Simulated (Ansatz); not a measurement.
Reaction (ligand exchange at a B–C bond): `CB[SiH](C)N` + HCl → `C[SiH](N)BCl` + CH₄

Computed with Ansatz on PBE0-D4/def2-TZVP structures; ΔE is electronic, products minus reactants. CCSD(T)/CBS is the MP2 limit (def2-TZVPP, def2-QZVPP) plus CCSD(T) − MP2 in def2-TZVPP, frozen cores. This one scheme is used for every species. Functionals use def2-TZVPP. HSE06 is defined as in plane-wave codes. One conformer a species, not always the lowest.

`CB[SiH](C)N`:

```xyz
15

C     2.347   -0.120    0.272
B     1.070    0.738    0.503
Si   -0.803    0.012    0.329
C    -1.047   -1.148   -1.123
N    -1.910    1.332    0.168
H     2.216   -1.040   -0.300
H     3.194    0.447   -0.124
H     2.656   -0.419    1.289
H     1.230    1.865    0.897
H    -1.023   -0.825    1.565
H    -2.075   -1.519   -1.160
H    -0.388   -2.015   -1.038
H    -0.836   -0.645   -2.069
H    -1.730    2.176    0.687
H    -2.901    1.163    0.104
```

HCl:

Cartesian coordinates in Å:
```
Cl -0.264 -0.114 0.571
H 0.264 0.114 -0.571
```

`C[SiH](N)BCl`:

Cartesian coordinates in Å:
```
C 0.127 0.952 -1.331
Si -0.278 0.177 0.321
N 1.048 0.414 1.402
B -0.627 -1.805 0.196
Cl -1.509 -2.430 -1.175
H -0.691 0.785 -2.036
H 1.039 0.524 -1.751
H 0.268 2.031 -1.233
H -1.576 0.780 0.782
H 1.108 -0.148 2.237
H 1.398 1.343 1.579
H -0.306 -2.623 1.008
```

CH₄:

Cartesian coordinates in Å:
```
C 0.000 0.000 0.000
H 0.447 -0.977 0.184
H -1.014 -0.130 -0.377
H 0.596 0.539 -0.736
H -0.028 0.567 0.930
```

Problem. Is it downhill or uphill in electronic energy at CCSD(T)/CBS, and by how much? (An estimate is asked.)

Solution. Computed: Downhill: ΔE = -101.2 kJ/mol.

Problem. What do these levels give: PBE-D4, revPBE-D4, HSE06-D4, PBE, BLYP, HSE06, BHLYP, LC-ωPBE, RPA@PBE/def2-TZVPP, HF/def2-SVP, CCSD/def2-SVP, HF/def2-TZVPP? (An estimate is asked.)

Solution. Computed: PBE-D4 -101.7, revPBE-D4 -101.2, HSE06-D4 -100.5, PBE -102.1, BLYP -104.5, HSE06 -100.7, BHLYP -102.4, LC-ωPBE -97.6, RPA@PBE/def2-TZVPP -101.2, HF/def2-SVP -107.2, CCSD/def2-SVP -109.2, HF/def2-TZVPP -103.2 kJ/mol.

Largest T1 diagnostic among the species: 0.012.

Leaving LDA and LC-ωPBE aside and taking each functional with its dispersion term where it has one, the values, not all of them listed here, spread over 4.3 kJ/mol, from B2PLYP to PBE0-D4. LDA lies +4.6 kJ/mol from PBE without D4. At CCSD(T), def2-SVP lies −9.9 kJ/mol from the extrapolated value and def2-TZVPP −0.1 kJ/mol.
